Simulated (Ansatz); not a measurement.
Reaction (ligand exchange at the Sc–C bond): `[CH3][Sc]([NH2])[Cl]` + HCl → `[NH2][Sc]([Cl])[Cl]` + CH₄

Gas-phase electronic energies from Ansatz, PBE0-D4/def2-TZVP geometries. CCSD(T)/CBS adds triple-zeta CCSD(T) − MP2 to the extrapolated MP2 energy (def2 sets, frozen cores). This one scheme is used for every species. DFT in def2-TZVPP. HSE06 is defined as in plane-wave codes. For Sc outer-core shells are correlated without core-valence functions, which leaves a few kJ/mol of doubt a bond. Scalar relativity is left out up to krypton. Each species was taken in one conformer, which may not be the lowest.

`[CH3][Sc]([NH2])[Cl]`:

Cartesian coordinates in Å:
```
C -0.541 -1.523 0.110
Sc -0.245 0.600 0.474
N 1.061 1.480 -0.692
Cl -1.417 1.734 2.128
H -1.125 -2.013 0.897
H 0.415 -2.057 0.028
H -1.072 -1.692 -0.837
H 1.335 2.455 -0.686
H 1.589 1.017 -1.422
```

HCl:

Z-matrix (Å, degrees):
```
Cl
H 1 1.279
```

`[NH2][Sc]([Cl])[Cl]`:

```xyz
6

N     0.121   -0.053    1.104
Sc   -0.091    0.039   -0.822
Cl   -0.490   -1.953   -1.901
Cl    0.086    2.129   -1.767
H     0.072   -0.894    1.667
H     0.302    0.732    1.719
```

CH₄:

```xyz
5

C     0.000    0.000    0.000
H     0.022    0.911   -0.597
H    -1.027   -0.352    0.088
H     0.400    0.206    0.992
H     0.606   -0.765   -0.484
```

| level | ΔE (kcal/mol) | difference from CCSD(T)/CBS |
| --- | --- | --- |
| BLYP-D4 | -59.5 | -1.2 |
| r2SCAN-D4 | -60.6 | -2.3 |
| r2SCANh-D4 | -60.6 | -2.3 |
| HSE06-D4 | -59.0 | -0.7 |
| PBE | -58.4 | -0.1 |
| PBE0 | -59.1 | -0.8 |
| r2SCAN0 | -60.7 | -2.4 |
| CAM-B3LYP | -60.0 | -1.7 |
| RPA@PBE/def2-TZVPP | -57.7 | 0.6 |
| HF/def2-SVP | -64.7 | -6.4 |
| CCSD(T)/def2-SVP | -62.3 | -4.0 |
| HF/def2-TZVPP | -63.2 | -4.9 |
| MP2/def2-TZVPP | -60.2 | -1.9 |
| SCS-MP2/def2-TZVPP | -60.0 | -1.7 |
| CCSD/def2-TZVPP | -58.9 | -0.6 |
| MP2/CBS(def2) | -59.4 | -1.1 |
| CCSD(T)/CBS | -58.3 | 0 |

Largest T1 diagnostic among the species: 0.014.

From BLYP to BHLYP (50 % exact exchange), in def2-TZVPP and without D4, ΔE moves by −1.7 kcal/mol. At CCSD(T), def2-SVP lies −4.0 kcal/mol from the extrapolated value and def2-TZVPP −0.7 kcal/mol.

CCSD(T)/CBS has its own doubt, a few kJ/mol and more with outer-core shells, so smaller differences from it don't rank the levels.
